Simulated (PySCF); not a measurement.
H2O3Si, SMILES O=[Si](O)O.

Geometry optimised at B3LYP-D3(BJ)/def2-SVP. The values are those of a single conformer.

Computed with SMD-ωB97X/def2-SVP run with PySCF.

Solvation free energies are E(SMD) − E(gas) at the gas-phase geometry, for 1 M in both phases. In vacuum the dipole moment is 1.52 D.

### Question
Rank water, diethylether, chloroform by solvation free energy, most negative first.

### Answer
water (-16.9 kcal/mol), chloroform (-8.7 kcal/mol), diethylether (-8.1 kcal/mol)
